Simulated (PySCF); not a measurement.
C6H8FN.
SMILES with atom numbers: `[H]/[N:8]=[CH:7]/[C:5](=[CH:4]\[CH:3]=[CH:2]/[CH3:1])[F:6]` (hydrogens: H9, H10, H11 on C1; H12 on C2; H13 on C3; H14 on C4; H15 on C7; H16 on N8)

Method: PBE0/def2-SV(P) geometry optimisation, gas phase (PySCF 2.14.0).

(1) Give the optimised bond lengths and angles.

Results:

(1) 
```
                 bond  length (Å)   order
                C1–C2       1.492  single
                C2=C3       1.351  double
                C3–C4       1.444  single
                C4=C5       1.350  double
                C5–F6       1.344  single
                C5–C7       1.464  single
                C7=N8       1.274  double
C1–H9, C1–H10, C1–H11       1.105  single
               C2–H12       1.098  single
               C3–H13       1.094  single
               C4–H14       1.096  single
               C7–H15       1.107  single
               N8–H16       1.024  single
```

Bonds in one row agree within 0.01 Å and their mean is given. Orders are formal, as drawn. A selection of angles:
```
    angle  degrees
 C2–C1–H9    110.6
C2–C1–H11    113.4
H9–C1–H10    106.2
H9–C1–H11    107.8
 C1–C2–C3    128.3
C1–C2–H12    115.2
C3–C2–H12    116.5
 C2–C3–C4    125.0
C2–C3–H13    119.0
C4–C3–H13    116.0
 C3–C4–C5    126.1
C3–C4–H14    119.2
C5–C4–H14    114.7
 C4–C5–F6    118.0
 C4–C5–C7    130.8
 F6–C5–C7    111.2
 C5–C7–N8    124.4
C5–C7–H15    112.0
N8–C7–H15    123.5
C7–N8–H16    110.2
```

Torsions: C1–C2–C3–C4 0° (synperiplanar); C2–C3–C4–C5 180° (antiperiplanar); C3–C4–C5–F6 180° (antiperiplanar); C4–C5–C7–N8 0° (synperiplanar); H16–N8–C7–C5 180° (antiperiplanar).

Of the pairs four or more bonds apart, N8···H13 is among the closest relative to their van der Waals radii: 2.33 Å, 85 % of the sum of Bondi's values. The 8 heavy atoms lie in one plane (0.001 Å rms). N8 (imine nitrogen) is bent (angle 110.2°). The C–C distances run from 1.350 Å (C4=C5, drawn double) to 1.492 Å (C1–C2, drawn single), a spread of 0.142 Å.

Point group: Cs (tolerance 0.08 Å). Stationary, but not proved a minimum. One conformer, not necessarily the lowest.
